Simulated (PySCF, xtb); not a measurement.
CuF2, SMILES [Cu-]([F])[F], charge -1, multiplicity 1.

GFN2-xTB (xtb) at its own geometry gives an orbital gap of 7.97 eV.

Geometry: B3LYP-D3(BJ)/def2-TZVPD. The spin state was assumed, not searched.

### Question
What does PySCF with PBE0/def2-TZVPD give? (The exact figures need the calculation; the answer reports its results.)

### Answer
gap 5.20 eV (levels -1.12 and 4.07 eV).
